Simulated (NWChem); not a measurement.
System: NH$_{3}$SeO; SMILES N[Se]O

NWChem printed, in part:

```
             Northwest Computational Chemistry Package (NWChem) 7.3.0
             --------------------------------------------------------

 C1  symmetry detected

                             Geometry "geometry" -> ""
                             -------------------------

 Output coordinates in angstroms (scale by  1.889725989 to convert to a.u.)

  No.       Tag          Charge          X              Y              Z
 ---- ---------------- ---------- -------------- -------------- --------------
    1 Se                  34.0000     0.40814616     0.00396288    -0.00590913
    2 O                    8.0000    -0.69970190    -1.47424613    -0.07136919
    3 H                    1.0000    -0.88115117    -1.70758377     0.85514990
    4 N                    7.0000    -0.69551546     1.46676160    -0.00719268
    5 H                    1.0000    -1.27823174     1.54985736     0.82087213
    6 H                    1.0000    -1.25136312     1.54962637    -0.85380940

 Effective nuclear repulsion energy (a.u.)     195.3360154248

                                 NWChem DFT Module
                                 -----------------

 Summary of "ao basis" -> "ao basis" (spherical)
 ------------------------------------------------------------------------------
       Tag                 Description            Shells   Functions and Types
 ---------------- ------------------------------  ------  ---------------------
 Se                        def2-tzvp                16       48   6s5p4d1f
 O                         def2-tzvp                11       31   5s3p2d1f
 H                         def2-tzvp                 4        6   3s1p
 N                         def2-tzvp                11       31   5s3p2d1f

            General Information
            -------------------
          SCF calculation type: DFT
          Wavefunction type:  closed shell.
          No. of atoms     :     6
          No. of electrons :    52
           Alpha electrons :    26
            Beta electrons :    26
          Charge           :     0
          Spin multiplicity:     1
          Use of symmetry is: off; symmetry adaption is: off
          Maximum number of iterations: 150
          AO basis - number of functions:   128
                     number of shells:    50
          Convergence on energy requested:  1.00D-06
          Convergence on density requested:  1.00D-05
          Convergence on gradient requested:  5.00D-04

              XC Information
              --------------
                  TPSS hybrid Method XC Functional
                     Hartree-Fock (Exact) Exchange  0.100
                  TPSS metaGGA Exchange Functional  0.900
             TPSS03 metaGGA Correlation Functional  1.000

             Grid Information
             ----------------
          Grid used for XC integration:  medium
          Radial quadrature: Mura-Knowles
          Angular quadrature: Lebedev.
          Tag              B.-S. Rad. Rad. Pts. Rad. Cut. Ang. Pts.
          ---              ---------- --------- --------- ---------
          Se                  1.15      112           9.0       590
          O                   0.60       49          10.0       434
          H                   0.35       45          11.0       434
          N                   0.65       49          10.0       434
          Grid pruning is: on
          Number of quadrature shells:   345
          Spatial weights used:  Erf1

      Superposition of Atomic Density Guess
      -------------------------------------

 Sum of atomic energies:       -2530.40181324

      Non-variational initial energy
      ------------------------------

 Total energy =   -2531.146142
 1-e energy   =   -3911.000465
 2-e energy   =    1184.518308
 HOMO         =      -0.236760
 LUMO         =      -0.026763

     ---------------------------------------------
      Total Density - Mulliken Population Analysis
     ---------------------------------------------

    Atom       Charge   Shell Charges
 -----------   ------   -------------------------------------------------------
    1 Se  34    33.58   2.00  2.00  1.17  0.78  0.99  0.94  6.00  5.93  0.84  1.88  0.89  8.97  1.04  0.04  0.09  0.03
    2 O    8     8.78   0.79  1.18  0.60  0.97  0.26  1.94  2.13  0.89  0.00  0.02  0.00
    3 H    1     0.56   0.20  0.27  0.06  0.04
    4 N    7     7.69   0.82  1.16  0.57  0.83  0.17  1.50  1.81  0.81  0.00  0.02  0.00
    5 H    1     0.69   0.23  0.35  0.08  0.03
    6 H    1     0.69   0.23  0.35  0.08  0.03

   convergence    iter        energy       DeltaE   RMS-Dens  Diis-err
 ---------------- ----- ----------------- --------- --------- ---------
 d= 0,ls=0.0,diis     1  -2533.2412558123 -2.73D+03  6.94D-03  7.69D-01
 d= 0,ls=0.0,diis     2  -2533.1651315536  7.61D-02  5.40D-03  1.33D+00
 d= 0,ls=0.0,diis     3  -2533.2731065817 -1.08D-01  2.01D-03  3.07D-01
 d= 0,ls=0.0,diis     4  -2533.2994273156 -2.63D-02  7.78D-04  2.32D-02
 d= 0,ls=0.0,diis     5  -2533.3014334848 -2.01D-03  2.72D-04  6.01D-03
  Resetting Diis
 d= 0,ls=0.0,diis     6  -2533.3020654431 -6.32D-04  4.67D-05  6.91D-05
 d= 0,ls=0.0,diis     7  -2533.3020731771 -7.73D-06  2.16D-05  4.63D-06
 d= 0,ls=0.0,diis     8  -2533.3020723727  8.04D-07  1.45D-05  1.26D-05
 d= 0,ls=0.0,diis     9  -2533.3020735706 -1.20D-06  3.70D-06  1.21D-06
 d= 0,ls=0.0,diis    10  -2533.3020736809 -1.10D-07  5.95D-07  1.79D-08

         Total DFT energy =    -2533.302073680901
      One electron energy =    -3912.141103753457
           Coulomb energy =     1287.201449330537
    Exchange-Corr. energy =     -103.698434682759
 Nuclear repulsion energy =      195.336015424779

 Numeric. integr. density =       51.999997087615

                       DFT Final Molecular Orbital Analysis
                       ------------------------------------

 Vector   24  Occ=2.000000D+00  E=-2.992391D-01
              MO Center= -4.6D-01, -5.7D-01, -5.5D-02, r^2= 2.6D+00
   Bfn.  Coefficient  Atom+Function         Bfn.  Coefficient  Atom+Function
  ----- ------------  ---------------      ----- ------------  ---------------
    54      0.370434  2 O  px                57      0.312691  2 O  px
    60      0.240261  2 O  px                 6     -0.220071  1 Se s
    91      0.188100  4 N  px                 5     -0.181715  1 Se s
    94      0.164372  4 N  px                16     -0.137128  1 Se px
    89      0.125297  4 N  s                 97      0.116677  4 N  px

 Vector   25  Occ=2.000000D+00  E=-2.730698D-01
              MO Center= -6.2D-01,  6.2D-01, -2.1D-02, r^2= 2.8D+00
   Bfn.  Coefficient  Atom+Function         Bfn.  Coefficient  Atom+Function
  ----- ------------  ---------------      ----- ------------  ---------------
    92      0.303164  4 N  py                95      0.269891  4 N  py
    55      0.241180  2 O  py                98      0.242213  4 N  py
    58      0.204508  2 O  py                91      0.183326  4 N  px
    61      0.166092  2 O  py                94      0.161828  4 N  px
    97      0.130463  4 N  px                54     -0.123312  2 O  px

 Vector   26  Occ=2.000000D+00  E=-2.176654D-01
              MO Center=  3.0D-01, -2.9D-02,  3.4D-03, r^2= 2.1D+00
   Bfn.  Coefficient  Atom+Function         Bfn.  Coefficient  Atom+Function
  ----- ------------  ---------------      ----- ------------  ---------------
    18      0.517268  1 Se pz                21      0.358923  1 Se pz
    12     -0.328736  1 Se pz                15      0.297201  1 Se pz
    56     -0.125129  2 O  pz                 9      0.099972  1 Se pz
    59     -0.098238  2 O  pz                62     -0.089654  2 O  pz
   125      0.080210  6 H  s                 53      0.077154  2 O  s

 Vector   27  Occ=0.000000D+00  E=-3.932157D-02
              MO Center=  9.5D-02, -3.0D-01,  1.1D-01, r^2= 3.3D+00
   Bfn.  Coefficient  Atom+Function         Bfn.  Coefficient  Atom+Function
  ----- ------------  ---------------      ----- ------------  ---------------
    53      0.580115  2 O  s                 20      0.444368  1 Se py
    19      0.374247  1 Se px                82     -0.343683  3 H  s
    17      0.332440  1 Se py                 6     -0.313003  1 Se s
    16      0.301708  1 Se px                61      0.211968  2 O  py
    11     -0.187836  1 Se py                55      0.179036  2 O  py

 Vector   28  Occ=0.000000D+00  E=-1.530686D-02
              MO Center= -2.4D-01,  5.6D-01,  4.1D-02, r^2= 4.5D+00
   Bfn.  Coefficient  Atom+Function         Bfn.  Coefficient  Atom+Function
  ----- ------------  ---------------      ----- ------------  ---------------
    90      1.357582  4 N  s                119     -0.618785  5 H  s
    20     -0.554445  1 Se py               125     -0.536555  6 H  s
     6     -0.459029  1 Se s                 19      0.375264  1 Se px
    17     -0.313919  1 Se py                98     -0.299734  4 N  py
    16      0.279850  1 Se px                88      0.224162  4 N  s

 Vector   29  Occ=0.000000D+00  E= 4.231532D-02
              MO Center= -6.7D-01, -3.7D-01,  7.3D-01, r^2= 5.9D+00
   Bfn.  Coefficient  Atom+Function         Bfn.  Coefficient  Atom+Function
  ----- ------------  ---------------      ----- ------------  ---------------
    82      1.115827  3 H  s                119      0.985284  5 H  s
     6     -0.856560  1 Se s                 19      0.626631  1 Se px
   125      0.535425  6 H  s                 97      0.471303  4 N  px
    90     -0.422803  4 N  s                 98     -0.417962  4 N  py
    53     -0.394206  2 O  s                 61      0.298991  2 O  py

     ---------------------------------------------
      Total Density - Mulliken Population Analysis
     ---------------------------------------------

[...]
```

Level: TPSSh/def2-TZVP. All runs use the structure optimised with B3LYP/6-31G* (spherical d).

Task: Which NWChem input produces such a log?

Result: One answer among several that fit: the input that was run:
```
start job
memory heap 200 mb stack 900 mb global 1100 mb
geometry units angstroms noautoz
  Se     0.412492    -0.008641    -0.033713
  O     -0.642974    -1.524300    -0.107764
  H     -0.800733    -1.779818     0.817239
  N     -0.742401     1.413436     0.008357
  H     -1.314000     1.461393     0.846885
  H     -1.314702     1.490786    -0.827754
end
basis spherical
  * library def2-tzvp
end
dft
  xc xctpssh
  iterations 150
  mulliken
end
task dft energy
```
